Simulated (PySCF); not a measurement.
Ge₂H₆S, SMILES [GeH3][S][GeH3].

The structure is a stationary point at B3LYP-D3(BJ)/def2-SVP.

All values below come from HF/def2-TZVP run with PySCF.

The molecule is in vacuum.

| Item | Result |
|---|---|
| total energy | -4551.80482 hartree |
| highest occupied level | -9.96 eV |
| lowest empty level | 2.96 eV |
| orbital gap | 12.92 eV |
| dipole moment | 1.48 D |
| quadrupole, principal values (traceless, Buckingham form, about the centre of nuclear charge) | -3.64, -2.22, 5.86 D·Å |
| mean static polarisability | 77.9 bohr³ (11.55 Å³) |
| polarisability, principal values | 64.1, 74.8, 94.9 bohr³ |
